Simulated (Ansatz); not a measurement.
System: IrO$_{3}$, charge 0, multiplicity 2. The spin state was set by rule; other spins were not relaxed. 
Coordinates optimised at B3LYP-D3(BJ)/def2-TZVP (Ansatz, an electronic-structure program):
```xyz
4

Ir    -0.0113    -0.0191     0.0004
O      1.7111     0.1073    -0.0034
O     -0.7262     1.5526    -0.0353
O     -0.8756    -1.4759     0.0344
```
Charge 0, spin multiplicity 2.

Basis-set convergence of Hartree-Fock and CCSD(T) correlation energies (hartree) with Ansatz. Correlated levels leave the core frozen unless marked. Open shells are spin-unrestricted. Spin-orbit coupling is left out. The frozen core is the preceding noble-gas configuration, with the filled d and f shells of earlier blocks. Past Kr the def2 sets carry scalar-relativistic core potentials.

The UHF reference is spin-contaminated (<S^2> 0.94 over the pure value in the largest basis). The T1 diagnostic of CCSD in the largest basis is 0.084, which is high, so the coupled-cluster rows are less sure than usual.

```
basis       functions       E(HF)  E(corr, CCSD(T))
----------  ---------  ----------  ----------------
def2-SVP           74  -327.70124          -0.87373
def2-TZVPP        149           ?                 ?
```

### Question
What belongs in the gaps?

### Answer

- def2-TZVPP, E(HF): -328.03119
- def2-TZVPP, E(corr, CCSD(T)): -1.09337
